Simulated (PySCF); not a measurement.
# Te: excitation energy

Te [Kr] 4d10 5s2 5p4 (3P) → Te [Kr] 4d10 5s2 5p3 6s1 (5S), as a difference of total energies. Calculation: PySCF 2.14, in aug-cc-pwCVTZ-DK3 (10s9p7d4f1g, 109 functions); the spin-free X2C one-electron Hamiltonian (Gaussian nucleus). Correlated levels: valence: [Kr] 4d10 frozen. The calculations carry no spin-orbit coupling.

```
           method  excitation energy (eV)
              UHF                   4.763
    MP2 (valence)                   5.080
SCS-MP2 (valence)                   5.270
   CCSD (valence)                   5.200
CCSD(T) (valence)                   5.202
```

Problem. How much does correlation contribute at CCSD(T) (valence)?

Solution. 5.202 − (4.763) = 0.439 eV, measured against UHF.

Errors of the correlated levels include the incompleteness of this basis and the frozen core.

For comparison: 5.226 eV (measured; NIST levels, between the centres of gravity of the two terms).
